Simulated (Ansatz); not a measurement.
Li₂Al₂⁻: single points at one geometry.

```yaml
crystal:
  periodic: [false, false, false]
  atoms:
    - {symbol: Li, position_ang: [-1.512582, -0.834791, 0.465017]}
    - {symbol: Li, position_ang: [1.490315, -0.988648, -0.041810]}
    - {symbol: Al, position_ang: [0.228825, 1.188799, 0.992956]}
    - {symbol: Al, position_ang: [-0.206548, 0.634650, -1.416163]}
basis:
  gaussian: {orbitals: def2-TZVPD, initial_orbitals: start.molden}
total_charge: -1
magnetization: {spin_polarized: true, initial_magnetization: 1}
hamiltonian: {xc: {name: BLYP}, dispersion: d4}
scf: {omitted_lower_state_checks: [starts]}
output: {orbitals: {seedname: orbitals}}
```

The file start.molden holds the orbitals of an earlier run on this structure, at another level or in another basis.

```sh
$ ansatz run in.yaml --threads 4 --pin off --events-out ev --progress --plain --max-ram 3916MiB
```

Output, abridged:

```
Functional definition: BLYP
858 factors; their error is unknown
mean field evaluation 1: about -13603.2364 eV, gradient 1.0e1 eV
mean field evaluation 2: about -13603.4065 eV, gradient 2.7e-1 eV
mean field evaluation 4: about -13603.4107 eV, gradient 3.7e-2 eV
mean field evaluation 8: about -13603.4107 eV, gradient 7.4e-5 eV
mean field -13603.41072945 eV, -499.9161235844 hartree, gradient 1.1e-5 eV, S^2 0.756021; 0 other end points of the search recorded, 0 dependent functions left out
reference -13603.41097489 eV, -499.9161326041 hartree; 17, 16 occupied and 103, 104 virtual orbitals, 858 factors
Total energy: -13603.57769218 eV, -499.9222593516 hartree
Checks for a lower state left out: starts
```

Run time 1.6 s (4 threads of Intel Xeon Platinum 8259CL on a shared host).

As the first input, with `hamiltonian: {xc: r2scan, dispersion: d4}`, `output: {forces: true, orbitals: {seedname: orbitals}}` (abridged; 6.5 s):

```
Functional definition: r2SCAN
mean field -13601.75538629 eV, -499.8552908453 hartree, gradient 1.2e-5 eV, S^2 0.818441
Total energy: -13601.76941623 eV, -499.8558064360 hartree
Atom 0 force    -0.036534     0.007957     0.005115 eV/Å
Atom 1 force     0.037296     0.003396    -0.007548 eV/Å
Atom 2 force    -0.027336    -0.039911    -0.146625 eV/Å
Atom 3 force     0.026574     0.028559     0.149058 eV/Å
Dipole moment:    -0.002362    -0.191931     0.044596 e Å
Checks for a lower state left out: starts
```

The first input with `hamiltonian: {xc: pbe}`, `correlation: {method: rpa}` and without the key `output` (abridged; 2 s):

```
Functional definition: PBE
mean field -13595.15468836 eV, -499.6127196703 hartree, gradient 3.0e-6 eV, S^2 0.760838
10 core orbitals not correlated: weight in the atoms' cores, before any rotation towards them, 1.000 or more for the frozen orbitals, at most 0.000 for the correlated occupied ones
Total energy: -13583.04377856 eV, -499.1676519445 hartree
Checks for a lower state left out: starts
```

The first input with `correlation: {method: mp2}` and without the key `hamiltonian` (abridged; 1.4 s):

```
Functional definition: HF
mean field evaluation 16: about -13570.8520 eV, gradient 2.1e-6 eV
mean field -13570.85195886 eV, -498.7196108342 hartree, gradient 2.1e-6 eV, S^2 1.803401
10 core orbitals not correlated: weight in the atoms' cores, before any rotation towards them, 1.000 or more for the frozen orbitals, at most 0.000 for the correlated occupied ones
second order -5.76223723 eV of doubles, -0.00000000 eV of singles
Total energy: -13576.61419609 eV, -498.9313691468 hartree
Checks for a lower state left out: starts
```

First input, but with `hamiltonian: {xc: pbe0, dispersion: d4}` and without the key `scf` (abridged; 6.5 s):

```
Functional definition: PBE0
mean field evaluation 16: about -13596.2886 eV, gradient 1.1e0 eV
mean field evaluation 32: about -13596.3340 eV, gradient 3.2e-4 eV
mean field -13596.33404003 eV, -499.6560600447 hartree, gradient 5.5e-6 eV, S^2 0.771235; 7 other end points of the search recorded, 0 dependent functions left out
Total energy: -13596.40254711 eV, -499.6585776335 hartree
```

The first input with `hamiltonian: {xc: {name: BHLYP}, dispersion: d4}` (abridged; 2.8 s):

```
Functional definition: BHLYP
mean field -13602.81030103 eV, -499.8940582467 hartree, gradient 2.5e-5 eV, S^2 0.773875
Total energy: -13602.96790665 eV, -499.8998501467 hartree
Checks for a lower state left out: starts
```

The first input with `gaussian: {orbitals: def2-SVPD, initial_orbitals: start.molden}`, `hamiltonian: {xc: pbe0, dispersion: d4}` (abridged; 1.6 s):

```
Functional definition: PBE0
mean field -13591.45349759 eV, -499.4767034185 hartree, gradient 2.3e-5 eV, S^2 0.771584
Total energy: -13591.52200488 eV, -499.4792210148 hartree
Checks for a lower state left out: starts
```

Geometry: PBE-D4/def2-TZVPD.

Correlated methods freeze 10 core orbitals; core or outer-core shells of Li are correlated, in sets that lack core-valence functions. At BLYP-D4/def2-TZVPD, r2SCAN-D4/def2-TZVPD the highest occupied level of the charge -1 doublet lies above zero (up to 0.66 eV). By energy differences its removal costs 1.28 eV (vertical, to the charge 0 singlet, at PBE0-D4/def2-TZVPD). At MP2/def2-TZVPD the charge -1 doublet is spin-contaminated (final ⟨S²⟩ up to 1.80, 0.75 for a pure state). The structure comes from a short search, and lower isomers may exist.
